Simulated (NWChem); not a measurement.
## Correlation energy of C3H5

```
C
C 1 1.3218
H 2 1.1049 1 122.52
H 2 1.1131 3 115.86 1 180.00
C 1 1.4658 2 141.95 3 180.00
H 5 1.1112 1 111.55 2 120.27
H 5 1.1112 6 106.90 1 -122.19
H 5 1.1180 6 107.47 7 -115.12
```
Charge 0, spin multiplicity 2.

Everything below was run with NWChem. The geometry was optimised at UPBE/def2-SVP, a minimum by its harmonic frequencies.

Basis set: cc-pVDZ. Each correlation energy counts from its own Hartree-Fock reference.

The correlated methods keep 3 core orbitals frozen. The structure started from a generated list of species. The unpaired electrons of the parent sit in orbitals of symmetry a' (Cs labels of the run); other states weren't searched. No SCF solution was tested for a lower state. Open-shell Hartree-Fock references start from PBE0 orbitals. Coupled-cluster values serve here as a point of comparison, not as the truth.

```csv
method,correlation energy (mHa),remark
SCS-UMP2,-372.6,spin-contaminated
CCSD(T) on UHF,-438.8,spin-contaminated
CCSD on ROHF,(withheld),-
CCSD[T] on UHF,(withheld),spin-contaminated
CCSD[T] on ROHF,-448.2,-
URI-MP2,-373.8,spin-contaminated
CCSD on UHF,(withheld),spin-contaminated
UMP2,-373.9,spin-contaminated
CCSD(T) on ROHF,-447.6,-
```

### Question
What belongs in the gaps?

### Answer

- CCSD on ROHF, correlation energy (mHa): -433.0
- CCSD[T] on UHF, correlation energy (mHa): -439.5
- CCSD on UHF, correlation energy (mHa): -424.8
